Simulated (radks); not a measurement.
The numbers below are computed, except where a source is named.
Question: These are the eigenvalues of the occupied orbitals of an atom or ion with whole-number occupations (Ry). Code: a radial shooting solver on a logarithmic mesh with Libxc functionals. Model: Dirac Kohn-Sham, BLYP, spin-unpolarised, spherical densities, finite nucleus; Fermi nuclear charge, rms radius of each element as measured or else 0.836 A^(1/3) + 0.57 fm.

1s1/2: -1050.720
2s1/2: -196.3586
2p1/2: -184.4181
2p3/2: -180.8239
3s1/2: -73.49894
3p1/2: -69.50164

Which element is it, and in what charge state? The configuration may be excited. Open shells, if any, fill j = l - 1/2 first.

Answer: Z = 35, bromine, charge +22: Br22+ in [Ne] 3s2 3p1. The list shows which subshells hold electrons but not how many an open one holds; the 1s level, -525.36 hartree, gives Z - s = 32.4 by -(Z - s)^2/2, which with screening and relativity narrows Z to a few neighbours, and the depths of the outer levels then fix element, charge and occupations together.
